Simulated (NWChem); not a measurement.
# SiNH$_{3}$OCl$_{2}$; SMILES N[Si](O)(Cl)Cl

```xyz
8

N     -1.4712    -0.1652     1.2614
Si    -0.3836    -0.0457    -0.0321
O     -1.2576    -0.0720    -1.4228
Cl     0.9400    -1.6217     0.1389
Cl     0.7819     1.6843    -0.0861
H     -2.2939     0.4230     1.3025
H     -1.1845    -0.5127     2.1665
H     -0.8534     0.3470    -2.1964
```
Atoms are numbered in this order, from 1.

All runs: NWChem. Geometry: optimised at B3LYP/6-31G* (spherical d). Vzz is the largest principal value of the second derivative of the potential at the nucleus (NWChem prints the opposite sign); η is the asymmetry. Non-relativistic.

Q: What does the run give for PBE0/def2-SVP? Quantities: Vzz N1 (a.u.); η N1; Vzz O3 (a.u.); η O3; Vzz Cl4 (a.u.); η Cl4; Vzz Cl5 (a.u.); η Cl5.

A: 
```
Item             Value
--------------  ------
Vzz N1 (a.u.)   -0.943
η N1              0.23
Vzz O3 (a.u.)    1.390
η O3              0.58
Vzz Cl4 (a.u.)   2.037
η Cl4             0.09
Vzz Cl5 (a.u.)   1.960
η Cl5             0.03
```
